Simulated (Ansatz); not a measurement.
Ansatz (a first-principles code) input:

Ansatz 0.2 input:
```yaml
crystal:
  periodic: [false, false, false]
  atoms:
    - {symbol: V, position_ang: [0.25953695, -0.26135727, 0.26764394]}
    - {symbol: O, position_ang: [1.81796165, -0.58387375, -0.11201832]}
    - {symbol: O, position_ang: [-0.32948426, -0.91504337, 1.64699027]}
    - {symbol: Cl, position_ang: [-1.05159818, 1.05897377, -1.08444624]}
basis:
  gaussian:
    orbitals: def2-TZVPD
hamiltonian:
  xc: {name: B2GP-PLYP}
total_charge: -1
magnetization: {spin_polarized: true, initial_magnetization: 1}
correlation: {electrons: outside_noble_gas}
```

What final total energy does it print?

-1554.30299 Eh (B2GP-PLYP/def2-TZVPD). The basis has 174 functions.

The spin state was set by rule; other spins were not relaxed.
